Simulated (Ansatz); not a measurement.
Start from `[OH][W]([OH])([OH])([OH])([Cl])[Cl]` and change one atom or group to get `[OH][W]([OH])([OH])([F])([Cl])[Cl]`.

Ansatz, PBE0-D4/def2-TZVP geometries, multiplicity 1. Each molecule was computed in one conformer, which needn't be the lowest.

Elements past krypton have def2 core potentials. Outer-core shells of W are correlated without core-valence functions. Spin–orbit coupling is left out.

```json
{"property": "vertical ionisation energy (CCSD(T)/def2-TZVPP) / eV", "`[OH][W]([OH])([OH])([OH])([Cl])[Cl]`": "10.48"}
{"property": "size of the dipole moment (PBE/def2-TZVPP) / D", "`[OH][W]([OH])([OH])([OH])([Cl])[Cl]`": "2.15"}
{"property": "ideal-gas entropy at 298 K and 1 bar (rigid rotor, harmonic PBE0-D4/def2-TZVP) / J/(mol·K)", "`[OH][W]([OH])([OH])([OH])([Cl])[Cl]`": "426"}
{"property": "LUMO energy (B3LYP/def2-TZVPP) / eV", "`[OH][W]([OH])([OH])([OH])([Cl])[Cl]`": "-3.73"}
{"property": "HOMO energy (PBE/def2-TZVPP) / eV", "`[OH][W]([OH])([OH])([OH])([Cl])[Cl]`": "-6.95"}
{"property": "HOMO energy (B3LYP/def2-TZVPP) / eV", "`[OH][W]([OH])([OH])([OH])([Cl])[Cl]`": "-8.08"}
```

Question: What does the change do to each property? (Estimate.)

Answer: The calculation gave: 
| property | `[OH][W]([OH])([OH])([F])([Cl])[Cl]` | shift |
| --- | --- | --- |
| vertical ionisation energy (CCSD(T)/def2-TZVPP) / eV | 10.79 | 0.31 |
| size of the dipole moment (PBE/def2-TZVPP) / D | 0.38 | -1.77 |
| ideal-gas entropy at 298 K and 1 bar (rigid rotor, harmonic PBE0-D4/def2-TZVP) / J/(mol·K) | 426 | 0 |
| LUMO energy (B3LYP/def2-TZVPP) / eV | -3.98 | -0.25 |
| HOMO energy (PBE/def2-TZVPP) / eV | -7.20 | -0.25 |
| HOMO energy (B3LYP/def2-TZVPP) / eV | -8.39 | -0.31 |

With PBE0 the HOMO falls by 0.32 eV and the LUMO falls by 0.25 eV, so the gap widens by about 0.07 eV. PBE moves the HOMO by -0.25 eV and ωB97M-V by -0.37 eV. The zero-point energy changes by -31.8 kJ/mol with -3 modes. Dipoles are sizes alone; their direction can turn.

B3LYP here is the variant with VWN-RPA as its local correlation; programs differ in this.
